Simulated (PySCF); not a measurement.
Screening by computed properties: pick the candidate that meets the target.

Each SMILES stands for a single optimised conformer of the isolated species, non-relativistic unless stated; the electronic structure was computed with PySCF and density fitting.

The conformers computed, where there is a choice (atom-mapped SMILES and torsion angles):
- `[H]/[N:6]=[CH:5]/[CH2:4]/[CH:3]=[CH:2]/[CH3:1]`: C2–C3–C4–C5 111°, C3–C4–C5–N6 118°
- `[CH:1]#[C:2][CH2:3][C@H:4]([CH3:5])[NH2:6]`: C2–C3–C4–C5 -172°, H–N6–C4–C3 -57°, H–N6–C4–C3 -177°
- `[CH3:1]/[CH:2]=[P:3]/[c:4]1[cH:5][cH:6][cH:7][n:8][cH:9]1`: C2–P3–C4–C5 -97°

The conformers of `N=C1CCCC1` aren't listed.

(1) Wanted: dipole moment between 1.7 D and 4 D (CAM-B3LYP/def2-SVPD) and HOMO–LUMO gap above 9 eV (CAM-B3LYP/def2-SVPD), at GFN2-xTB geometries. Which candidate meets both?
A. `Cc1ccc(C#N)cc1`
B. `C/C=P/c1cccnc1`
C. `C#CC[C@H](C)N`
D. `[H]/N=C/C/C=C/C`

(2) Wanted: electronic spatial extent ⟨r²⟩ about the centre of nuclear charge below 1000 bohr² (CAM-B3LYP/def2-SVPD) and smallest rotational constant above 1.6 GHz (GFN2-xTB), at GFN2-xTB geometries. Which candidate meets both?
A. `C/C=P/c1cccnc1`
B. `Cc1ccc(C#N)cc1`
C. `[H]/N=C/C/C=C/C`
D. `C#CC[C@H](C)N`

(3) Wanted: lowest triplet excitation (Tamm–Dancoff) between 3 eV and 4.4 eV (TDA CAM-B3LYP/def2-SVPD) and static isotropic polarisability below 80 au (CAM-B3LYP/def2-SVPD), at GFN2-xTB geometries. Which candidate meets both?
A. `Cc1ccc(C#N)cc1`
B. `[H]/N=C/C/C=C/C`
C. `C/C=P/c1cccnc1`
D. `C#CC[C@H](C)N`
E. `C1(CCCC1)=N`

Answers

(1) D. Computed values:
```csv
species,dipole moment,HOMO–LUMO gap
C#CC[C@H](C)N,1.17 D,9.76 eV
[H]/N=C/C/C=C/C,2.14 D,9.29 eV
C/C=P/c1cccnc1,2.42 D,7.90 eV
Cc1ccc(C#N)cc1,5.33 D,8.30 eV
```

(2) D. Computed values:
```csv
species,electronic spatial extent ⟨r²⟩ about the centre of nuclear charge,smallest rotational constant
C#CC[C@H](C)N,703 bohr²,1.799 GHz
[H]/N=C/C/C=C/C,890 bohr²,1.368 GHz
Cc1ccc(C#N)cc1,1308 bohr²,0.851 GHz
C/C=P/c1cccnc1,1653 bohr²,0.715 GHz
```

(3) B. Computed values:
| species | lowest triplet excitation (Tamm–Dancoff) | static isotropic polarisability |
| --- | --- | --- |
| C/C=P/c1cccnc1 | 2.74 eV | 113.4 au |
| Cc1ccc(C#N)cc1 | 3.76 eV | 96.7 au |
| [H]/N=C/C/C=C/C | 4.34 eV | 70.8 au |
| C1(CCCC1)=N | 4.49 eV | 63.6 au |
| C#CC[C@H](C)N | 5.54 eV | 67.7 au |
